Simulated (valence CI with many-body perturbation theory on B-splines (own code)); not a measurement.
**Mn¹⁹⁺: electric-dipole lines**

Calculated by configuration interaction combined with many-body perturbation theory (CI+MBPT): four valence electrons over a frozen Dirac-Fock core [He], a basis of 11 s, 11 p, 10 d, 8 f, 5 g, 2 h functions for each j, with the one-electron correlation potential Σ1, the two-electron term Σ2, the three-electron term Σ3, Breit, model QED; selected CI, second order for the rest, scaled by the run's own slope (own B-spline code, finite nucleus).

No measured spectrum was set against this ion. As an estimate, levels of excited configurations hold to 0.05 to 0.15 % of their energy, terms of the ground configuration to about 0.5 %. Among the levels kept, up to 1000 cm⁻¹ of a level comes from second order outside the variational space, and about a tenth of that is noise between levels of different J, which matters for small intervals.

Lines 151 to 200 of 544 in falling wavelength, among levels below 1071.9 eV, chosen from the strongest by gf and those to the six lowest levels. Wavelengths and rates use the calculated energies, so an error of 500 cm⁻¹ moves a line at 158.2 Å by 0.079 % and its rate by three times that or more. Electric multipoles are in the length gauge, E1 and E2 with the static RPA response of the core. Weak lines are less certain than strong ones. Lines between different terms over intervals too small for the method are left out, as are lines whose strength nearly cancels. The highest levels of a list are the least certain.

Names give the largest LS component (configuration and term), which can be under half, so a name can repeat, a term be missing and a line seem to break the LS rules; names also repeat where a configuration has a term twice. Letters in brackets count levels of one name in rising energy.

```tsv
λ vac (Å)	Upper	Lower	A (s⁻¹)	log gf	Branch %
158.2	2s2p²3p ³F°_4	2s²2p3p ³D_3	4.41e+09	-0.83	49.2
158.2	2s2p²3d ³F_4 [b]	2s²2p3d ³F°_4	2.81e+09	-1.02	0.0
156.9	2p³3p ³D_3	2s2p²3p ³F°_4	4.74e+09	-0.91	0.2
156.1	2p³3s ¹P°_1	2s2p²3s ¹P_1	1.43e+10	-0.81	0.5
155.8	2p³3p ¹F_3	2s2p²3p ¹F°_3	9.84e+09	-0.60	0.4
155.5	2p³3p ³F_3	2s2p²3p ³F°_3	8.01e+09	-0.69	0.4
155.2	2s2p³ ³D°_3	2s²2p² ³P_2	5.76e+09	-0.84	88.3
154.0	2p⁴ ¹D_2	2s2p³ ¹D°_2	2.97e+10	-0.28	71.4
153.9	2p³3s ¹D°_2	2s2p²3s ¹D_2	2.11e+10	-0.43	0.7
153.4	2p³3p ³F_2	2s2p²3p ³F°_2	5.40e+09	-1.02	0.2
153.0	2p³3p ³F_4	2s2p²3p ³F°_4	1.20e+10	-0.42	0.6
152.6	2p³3s ³D°_2	2s2p²3s ³D_3	5.72e+09	-1.00	0.4
151.9	2p³3p ³P_1 [b]	2s2p²3p ³P°_2 [b]	1.05e+10	-0.96	0.3
150.8	2s2p³ ³D°_2	2s²2p² ³P_1	8.37e+09	-0.85	99.6
150.7	2s2p³ ³D°_1	2s²2p² ³P_1	9.02e+08	-2.04	8.3
150.5	2p³3s ³D°_2	2s2p²3s ³D_2	5.32e+09	-1.04	0.4
148.2	2p³3s ³D°_3	2s2p²3s ³D_3	1.23e+10	-0.55	0.8
147.4	2s2p²3p ³P°_2 [b]	2s²2p3p ³S_1	5.76e+09	-1.03	0.4
147.0	2s2p²3d ³G_4	2s²2p3d ³F°_3	4.28e+09	-0.90	0.3
145.2	2s2p²3p ³F°_3	2s²2p3p ³D_2	6.16e+09	-0.87	2.0
143.5	2s2p²3d ³F_3 [b]	2s²2p3d ³F°_3	4.73e+09	-0.99	0.0
142.2	2s2p²3p ¹D°_2 [a]	2s²2p3p ³P_1 [a]	6.24e+09	-1.02	0.1
142.1	2s2p²3d ³G_3	2s²2p3d ³F°_2	5.52e+09	-0.93	3.0
141.8	2s2p²3s ³D_2	2s²2p3s ³P°_1	9.04e+09	-0.87	0.3
140.0	2s2p²3p ³F°_2	2s²2p3p ³D_1	9.74e+09	-0.84	0.5
138.8	2p³3d ⁵D°_3	2s2p²3d ⁵D_4	1.06e+10	-0.67	11.7
138.4	2p³3p ⁵P_2	2s2p²3p ⁵P°_3	1.35e+10	-0.71	0.6
138.2	2s2p³ ³D°_1	2s²2p² ³P_0	9.75e+09	-1.08	89.6
138.2	2s2p²3d ³F_2 [b]	2s²2p3d ³F°_2	7.94e+09	-0.94	0.0
138.1	2p³3p ³P_2 [a]	2s2p²3p ³D°_3 [a]	1.64e+10	-0.63	0.2
137.0	2p³3d ³D°_2	2s2p²3d ³F_3 [a]	1.35e+10	-0.72	0.5
136.2	2p³3p ⁵P_3	2s2p²3p ⁵D°_4	1.84e+10	-0.45	0.7
135.9	2p³3d ⁵D°_4	2s2p²3d ⁵F_5	1.87e+10	-0.33	40.0
135.0	2p⁴ ¹S_0	2s2p³ ¹P°_1	6.94e+10	-0.72	89.8
134.3	2p³3s ⁵S°_2	2s2p²3s ⁵P_3	1.80e+10	-0.61	11.4
133.7	2p³3s ³S°_1	2s2p²3s ³P_2 [a]	2.59e+10	-0.68	0.9
133.3	2s2p²3p ³D°_1 [b]	2s²2p3p ³D_1	1.33e+10	-0.97	0.5
133.2	2p³3d ⁵D°_2	2s2p²3d ⁵D_3	1.04e+10	-0.86	5.2
132.8	2p⁴ ³P_1	2s2p³ ³P°_2	1.42e+10	-0.95	22.0
132.7	2p³3p ³P_1 [a]	2s2p²3p ³D°_2 [a]	1.31e+10	-0.98	0.3
131.9	2s2p³ ³P°_1	2s²2p² ³P_2	2.84e+09	-1.65	13.7
130.2	2p³3d ⁵D°_3	2s2p²3d ⁵F_4	8.44e+09	-0.82	9.3
129.7	2p³3d ⁵D°_4	2s2p²3d ⁵F_4	8.90e+09	-0.69	19.1
129.5	2s2p³ ³P°_2	2s²2p² ³P_2	1.79e+10	-0.65	96.4
129.0	2p³3p ⁵P_3	2s2p²3p ⁵D°_3	1.06e+10	-0.73	0.4
127.5	2s2p²3d ³F_2 [c]	2s²2p3d ³D°_1	9.64e+09	-0.93	0.1
127.1	2p³3s ⁵S°_2	2s2p²3s ⁵P_2	1.50e+10	-0.74	9.5
126.4	2s2p³ ³P°_0	2s²2p² ³P_1	1.99e+10	-1.32	100.0
126.0	2p³3s ³S°_1	2s2p²3s ³P_1	1.52e+10	-0.96	0.5
125.9	2p³3p ⁵P_2	2s2p²3p ⁵D°_2	8.43e+09	-1.00	0.4
```
